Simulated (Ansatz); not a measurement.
Geometry optimisation, RKS r2SCAN-D4/def2-SVP (Ansatz).

input.yaml

```yaml
crystal:
  periodic: [false, false, false]
  atoms:
    - { symbol: B, position_ang: [0.0, 0.0, 0.0] }
    - { symbol: F, position_ang: [0.0, 0.0, 1.67] }
    - { symbol: Cl, position_ang: [1.6108, 0.0, -0.93] }
    - { symbol: Cl, position_ang: [-1.6108, 0.0, -0.93] }
    - { symbol: Cl, position_ang: [0.0903, -2.0478, 0.6811] }
    - { symbol: H, position_ang: [0.047, -1.0669, 1.6505] }
basis:
  gaussian: { orbitals: def2-SVP }
hamiltonian:
  xc: r2scan
  dispersion: d4
relax:
  f_tol: 0.15
  max_steps: 25
  restrain:
    - { distance: [0, 4], at: 3.06, k: 30.0 }
    - { distance: [5, 1], at: 2.12, k: 30.0 }
    - { distance: [0, 1], at: 1.32, k: 30.0 }
    - { distance: [5, 4], at: 1.37, k: 30.0 }
```

Launched with:

```bash
$ ansatz run input.yaml --threads 2 --pin off --max-ram 3072MiB --backend cpu --events-out ev --progress --plain --runs-dir out
```

Problem. Where does it end, and by what steps?

Solution. It converged. The restraints hold the end off the free minimum. After 6 steps the energy has fallen by 2.846 eV (the restraints' own energy left out); Cl5 moved furthest, 0.64 Å. Parted: B1–Cl5, F2–H6.

```tsv
step	energy less start (eV)	largest force component (eV/Å)	accepted
0	0.0000	5.955	yes
1	-1.0479	3.332	yes
2	-1.9403	3.434	yes
3	-2.5450	1.703	yes
4	-2.7834	1.245	yes
5	-2.8383	0.978	yes
6	-2.8455	0.988	yes
```

```xyz
6
Properties=species:S:1:pos:R:3
B 0.006 0.260 -0.077
F 0.014 0.408 1.239
Cl 1.526 0.288 -0.935
Cl -1.527 0.171 -0.905
Cl 0.064 -2.618 0.967
H 0.054 -1.624 1.853
```

Whether the end is a true minimum wasn't checked by a vibrational analysis.

The run took 20 s on 2 threads of Intel(R) Xeon(R) Platinum 8488C (Sapphire Rapids) (shared host), peak memory 0.17 GiB.
